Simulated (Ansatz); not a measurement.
System: CH$_{4}$FGe, charge 0, doublet. CH4FGe (SMILES [CH2][GeH2][F], doublet).
B3LYP-D3(BJ)/def2-TZVP minimum from Ansatz (a program for electronic structure):
```xyz
7

Ge     0.0459     0.3172     0.1219
F      1.2721    -0.9475     0.0851
C     -1.5618    -0.4105    -0.6369
H     -0.1155     0.6744     1.6062
H      0.6265     1.4615    -0.7208
H     -1.7641    -0.3660    -1.6997
H     -2.2955    -0.9298    -0.0331
```
Charge 0, spin multiplicity 2.

Total energies in hartree (Ansatz). Open shells are spin-unrestricted; no spin-orbit coupling. Correlated methods leave the cores frozen (noble-gas shells, and filled d and f shells in the p block). No relativity. For partners of very few electrons the exact lower level stands in for a higher one.

```tsv
species	HF/cc-pVTZ	CCSD(T)/cc-pVTZ	HF/cc-pVQZ	CCSD(T)/cc-pVQZ	CCSD(T)/cc-pVDZ	CCSDT(Q)/cc-pVDZ
1: CH4FGe (SMILES [CH2][GeH2][F], doublet)	-2215.08669	-2215.65127	-2215.10316	-2215.70780	-2215.40608	-2215.40785
2: Ge (triplet)	-2075.36107	-2075.42794	-2075.36359	-2075.43284	-2075.34866	-2075.34895
3: F (doublet)	-99.40552	-99.62036	-99.41377	-99.65026	-99.52757	-99.52776
4: C (triplet)	-37.69157	-37.78076	-37.69331	-37.78654	-37.76038	-37.76071
5: H (doublet)	-0.49981	-0.49981	-0.49995	-0.49995	-0.49928	-0.49928
```

**Question.** Work out the atomisation energy (electronic, to ground-state atoms) in kcal/mol: take Hartree-Fock from cc-pVQZ, extrapolate the CCSD(T) correlation energy as X^-3 (X = 3, 4), and add CCSDT(Q) - CCSD(T) in cc-pVDZ. 1 hartree = 627.51 kcal/mol.

**Answer.** 
Species 1: correlation (64·(-0.60464) - 27·(-0.56458))/37 = -0.63387; step -0.00177; E1 = -2215.10316 + (-0.63387) + (-0.00177) = -2215.73880
Species 2: correlation (64·(-0.06925) - 27·(-0.06687))/37 = -0.07099; step -0.00029; E2 = -2075.36359 + (-0.07099) + (-0.00029) = -2075.43487
Species 3: correlation (64·(-0.23649) - 27·(-0.21484))/37 = -0.25229; step -0.00019; E3 = -99.41377 + (-0.25229) + (-0.00019) = -99.66625
Species 4: correlation (64·(-0.09323) - 27·(-0.08919))/37 = -0.09618; step -0.00033; E4 = -37.69331 + (-0.09618) + (-0.00033) = -37.78982
Species 5: correlation (64·(0.00000) - 27·(0.00000))/37 = 0.00000; step +0.00000; E5 = -0.49995 + (0.00000) + (+0.00000) = -0.49995
-1·E1 +1·E2 +1·E3 +1·E4 +4·E5 = 0.84806 hartree = 532.2 kcal/mol.
